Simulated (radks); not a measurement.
Spherical quantum dot in the effective-mass picture: electrons in a parabolic well V = omega^2 r^2 / 2 with omega = 0.35, all in effective atomic units (hartree* = m*/eps^2 hartree, bohr* = eps/m* bohr), one dielectric constant everywhere. Method: non-relativistic Kohn-Sham, PBE, spin-polarised, spherical densities; computed with a radial shooting solver with Libxc functionals. Levels are named by radial order and angular momentum (1s, 1p, 1d, 2s, ...), and open shells are averaged over m. Each electron was tried in the lowest free levels, single moves between levels near the top were tried too, and the lowest total energy was kept; such a search can miss a lower state. The series stops at N = 10: beyond it a trial failed or the search could not be trusted, so later rows were left out. At N = 1 the Hartree and exchange-correlation terms need not cancel, so that row can carry a self-interaction error.

| N | open shells | 2S | E (hartree*) | mu = E(N) - E(N-1) (hartree*) | addition energy mu(N+1) - mu(N) (hartree*) | e(HOMO) (hartree*) | rms radius (bohr*) |
|---|---|---|---|---|---|---|---|
| 1 | 1s(up 1, down 0) | 1 | 0.526074 | 0.52607 | 0.4142 | 0.69288 | 2.078 |
| 2 | none | 0 | 1.46635 | 0.94027 | 0.5594 | 1.0900 | 2.291 |
| 3 | 1p(up 1, down 0) | 1 | 2.96606 | 1.4997 | 0.2586 | 1.6280 | 2.612 |
| 4 | 1p(up 2, down 0) | 2 | 4.72439 | 1.7583 | 0.2584 | 1.8883 | 2.813 |
| 5 | 1p(up 3, down 0) | 3 | 6.74110 | 2.0167 | 0.3187 | 2.1440 | 2.968 |
| 6 | 1p(up 3, down 1) | 2 | 9.07654 | 2.3354 | 0.2258 | 2.4474 | 3.111 |
| 7 | 1p(up 3, down 2) | 1 | 11.6378 | 2.5613 | 0.2273 | 2.6752 | 3.234 |
| 8 | none | 0 | 14.4264 | 2.7886 | 0.4203 | 2.9014 | 3.344 |
| 9 | 1d(up 1, down 0) | 1 | 17.6353 | 3.2089 | 0.2025 | 3.3103 | 3.477 |
| 10 | 1d(up 2, down 0) | 2 | 21.0467 | 3.4114 | - | 3.5122 | 3.594 |

All shells are closed at N = 2, 8 (there: 1s2 1p6); the second difference of the energy has clear peaks (12 % above both neighbours; the first and last values, which can be the largest, are not judged, and half-filled shells can peak too) at N = 2, 5, 8.
